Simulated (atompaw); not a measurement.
**How hard is this Yb PAW (atompaw) potential?**

| Item | Value |
| --- | --- |
| Element | Yb (Z = 70) |
| Generator | atompaw 4.2.0.5 |
| Type | PAW |
| Functional | PBE |
| Relativity | scalar-relativistic |
| Frozen core | [Kr] 4d10 |
| Valence charge | 24 |
| Reference configuration | 4f14 5s2 5p6 5d0 6s2 6p0 |
| Partial waves | 5s (bound): rc 1.90 bohr; 6s (bound): rc 2.95 bohr; 5p (bound): rc 2.25 bohr; 6p (bound, empty): rc 2.20 bohr; 5d (bound, empty): rc 2.95 bohr; 5d channel at 0.45 Ry: rc 2.95 bohr; 4f (bound): rc 1.15 bohr; 4f channel at 3.85 Ry: rc 1.15 bohr |
| Local potential | ultrasoft scheme with l = 4 at 0.5 Ry, radius 2.65 bohr |
| Core correction | smooth core density matched at 2.65 bohr |
| Augmentation charge | besselshape compensation charge, radius 2.20 bohr; PAW radius 2.95 bohr; waves and projectors: custom rrkj vanderbiltortho |

The pseudo-atom Hamiltonian at the reference potential is diagonalised in spherical Bessel functions j_l(qr) that vanish at 20 bohr, with q² up to the cutoff. All-electron valence levels (Ry): 5s -4.0372, 6s -0.2881, 5p -2.0158, 6p -0.0813, 5d -0.0491, 4f -0.2218.

Q: How do the lowest levels (Ry) of each channel move with the cutoff, and are there ghosts?

A:

```json
{"cutoff (Ry)": "8", "s #1": "-3.9166", "s #2": "-0.2881", "p #1": "-1.9513", "p #2": "-0.0678", "p #3": "0.0547", "d #1": "-0.0446", "f #1": "0.0978", "Σ f·Δε (mRy)": "5102.3"}
{"cutoff (Ry)": "21", "s #1": "-4.0367", "s #2": "-0.2881", "p #1": "-2.0154", "p #2": "-0.0799", "p #3": "0.0499", "d #1": "-0.0491", "f #1": "0.0978", "Σ f·Δε (mRy)": "4477.0"}
{"cutoff (Ry)": "45", "s #1": "-4.0371", "s #2": "-0.2881", "p #1": "-2.0158", "p #2": "-0.0813", "p #3": "0.0493", "d #1": "-0.0491", "f #1": "0.0976", "Σ f·Δε (mRy)": "4471.7"}
{"cutoff (Ry)": "90", "s #1": "-4.0372", "s #2": "-0.2881", "p #1": "-2.0158", "p #2": "-0.0813", "p #3": "0.0493", "d #1": "-0.0491", "f #1": "-0.2124", "Σ f·Δε (mRy)": "131.2"}
{"cutoff (Ry)": "160", "s #1": "-4.0372", "s #2": "-0.2881", "p #1": "-2.0158", "p #2": "-0.0813", "p #3": "0.0493", "d #1": "-0.0491", "f #1": "-0.2215", "Σ f·Δε (mRy)": "4.1"}
{"cutoff (Ry)": "300", "s #1": "-4.0372", "s #2": "-0.2881", "p #1": "-2.0158", "p #2": "-0.0813", "p #3": "0.0493", "d #1": "-0.0491", "f #1": "-0.2218", "Σ f·Δε (mRy)": "0.4"}
{"cutoff (Ry)": "400", "s #1": "-4.0372", "s #2": "-0.2881", "p #1": "-2.0158", "p #2": "-0.0813", "p #3": "0.0493", "d #1": "-0.0491", "f #1": "-0.2218", "Σ f·Δε (mRy)": "0.0"}
```

Result: no extra level below or beside the all-electron valence levels (s, p, d, f tested); 10 mRy is reached at 160 Ry and 1 mRy at 230 Ry.
